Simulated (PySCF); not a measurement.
**Cl+ (chlorine, charge +1) across methods**

[Ne] 3s1 3p4 4s1, high-spin 5P determinant (an excited configuration). Computed with PySCF 2.14 in dyall-acv3z, with scalar relativity by spin-free X2C-1e.

| method | E (hartree) | mean ε 3p α (eV) | mean ε 3p β (eV) | mean ε 4s α (eV) | Σ⟨r²⟩ (bohr²) | ⟨S²⟩ |
| --- | --- | --- | --- | --- | --- | --- |
| LDA | -458.6407 | -25.875 | -22.268 | -8.193 | 32.17 | 6.002 |
| PBEsol | -459.2840 | -25.715 | -22.005 | -8.009 | 31.81 | 6.002 |
| BHandHLYP | -460.1455 | -29.946 | -25.445 | -9.172 | 34.43 | 6.003 |
| PBE | -459.9794 | -25.818 | -22.188 | -8.031 | 31.96 | 6.002 |

Question: Estimate the same row for UHF.

Answer: E (hartree) = -459.53332; mean ε 3p α (eV) = -33.409; mean ε 3p β (eV) = -26.392; mean ε 4s α (eV) = -10.094; Σ⟨r²⟩ (bohr²) = 35.19; ⟨S²⟩ = 6.005.

⟨L²⟩ = 3.21 against 2 for a pure P term, so this real determinant mixes terms. The outer electron is Rydberg-like, and this basis confines it to a smaller radius and binds it less than a complete one would.
